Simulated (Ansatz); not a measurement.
Si₃Se₄⁺. Charge 1, multiplicity 2. Geometry PBE-D4/def2-SVP; atoms count from 1.

Cartesian coordinates in Å:
```
Si 1.765 0.064 -1.874
Si -0.050 -0.121 1.663
Si -1.220 0.540 -1.071
Se 0.729 1.446 0.015
Se -1.868 -0.954 0.611
Se -0.202 -0.557 -2.862
Se 0.846 -0.419 3.518
```

The structure comes from a short search, and lower isomers may exist.

Problem. Estimate the Mulliken populations from the PBE0/def2-TZVP orbitals of Ansatz.

Solution. 
```
atom  charge (e)  spin (α − β)
 Si1        0.39          0.02
 Si2        0.30         -0.02
 Si3        0.29          0.53
 Se4        0.02          0.13
 Se5        0.04          0.11
 Se6        0.01          0.14
 Se7       -0.04          0.08
```
Mulliken values depend strongly on the basis.

Problem. Where does the spin sit?

Solution. Summed by element: Si 0.53, Se 0.47, of 1 unpaired in all. Largest on single atoms: Si3 0.53, Se6 0.14, Se4 0.13.

Problem. And the Mayer bond orders between heavy atoms (over 0.3)?

Solution. Si1–Se4 0.74 (2.56 Å); Si1–Se6 1.38 (2.29 Å); Si2–Se4 0.83 (2.40 Å); Si2–Se5 1.18 (2.26 Å); Si2–Se7 2.21 (2.08 Å); Si3–Se4 0.91 (2.41 Å); Si3–Se5 1.09 (2.34 Å); Si3–Se6 1.05 (2.33 Å).
